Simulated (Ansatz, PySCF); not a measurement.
Stretching the Mg1–H2 bond in H4MgSi (SMILES [MgH][SiH3]) (multiplicity 1 held, fragments rigid). Energies count from the point at 1.702 Å.
Geometry at that point (charge 0, multiplicity 1):
```xyz
6

Mg    -1.27393    -0.69924    -0.17849
H     -2.75464    -1.51198    -0.38596
Si     0.97177     0.53339     0.13616
H      1.61306     0.24974     1.45236
H      0.83766     2.01691     0.06363
H      1.98630     0.16876    -0.89431
```

U- levels take the lowest unrestricted solution at each point, which mixes spins at long bonds. Curves can end on different states.

Rows in 6-31G* carry no dispersion term and start afresh at each structure (6-31G* with six Cartesian d functions).

Codes used: Ansatz (a program for electronic structure) with Gaussian orbitals; PySCF for 6-31G* rows. Each number belongs to the level named beside it.

Q: One of these levels gives 66.67 kcal/mol for the energy at R = 5.446 Å. Which one is it?
(A) R-B3LYP/6-31G*
(B) R-HF/6-31G*
(C) U-PBE/def2-TZVPPD

A: C, U-PBE/def2-TZVPPD. The others give 135.02 (R-HF/6-31G*), 100.02 (R-B3LYP/6-31G*)

Doubts at one or more of the structures used: a restricted determinant that unrestricted orbitals would lower (R-HF/6-31G*, R-B3LYP/6-31G*); a spin-contaminated determinant (U-PBE/def2-TZVPPD).
